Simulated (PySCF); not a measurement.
Telling isomers of C$_{5}$H$_{10}$F$_{2}$Si apart by NMR

PySCF 2.14 calculation with shieldings: GIAO PBE0/pcSseg-1 and geometry: GFN2-xTB; relativity neglected, no solvent model, one computed conformer, averaged over atoms made equivalent by symmetry, fast rotation or ring inversion.

Referencing at the same level of theory: 1H (σref 31.72) and 13C (σref 186.93) vs TMS. Splittings of carbon signals by F and P are missing where no couplings were computed. Where no couplings were computed, multiplicities follow the n + 1 count of equivalent neighbours, and m marks all less simple cases (inequivalent or close neighbours, rings, F or P nearby). Shifts are as computed. Against solution values, carbons near 30 ppm lie about +3 ppm off and those near 130 ppm about +5 ppm (rms about the fit 2.1 ppm; single classes can miss by 10 ppm). Of 1328 compounds with measured shifts, 309 miss one by over three times the rms of a fit or turn the order of signals round; such compounds aren't used in these exercises. Signals without a measured value on file couldn't be tested in this way; 1H shifts scatter by 0.2 ppm about their fit, and single ones miss by 0.5 ppm.

(1) Tabulate the signals of `CCC1C[Si](F)(F)C1`, `C/C(CF)=C(/[SiH3])CF` and their relative energies.

(2) What is the quickest way to tell CCC1C[Si](F)(F)C1 from C/C(CF)=C(/[SiH3])CF?

## Answers

(1) 
```json
{"SMILES": "CCC1C[Si](F)(F)C1", "carbon types": "1×CH 3×CH2 1×CH3", "δC": "40.4, 36.6, 26.2, 15.4", "δH": "2.41 (m, 2H), 1.71 (m, 2H), 1.50 (m, 1H), 1.35 (m, 2H), 0.97 (t, 3H)", "E rel. (kcal/mol)": "0.0"}
{"SMILES": "C/C(CF)=C(/[SiH3])CF", "carbon types": "2×C 2×CH2 1×CH3", "δC": "150.9, 141.3, 88.4, 87.1, 17.4", "δH": "5.37 (m, 2H), 5.16 (m, 2H), 4.34 (s, 3H), 1.81 (s, 3H)", "E rel. (kcal/mol)": "105.9"}
```

Energies are electronic energies at PBE0/pcSseg-1 on these geometries, without zero-point or thermal terms, each for the one conformer computed, which needn't be the lowest.

(2) Count the carbon signals: 4 against 5. The first has an sp3 CH in a ring at 26.2 ppm, the second a fully substituted alkene carbon (C) at 150.9 ppm. Their most deshielded carbons lie at 40.4 and 150.9 ppm. In the proton spectra the most deshielded non-exchanging signals are 2.41 (m, 2H) and 5.37 (m, 2H).
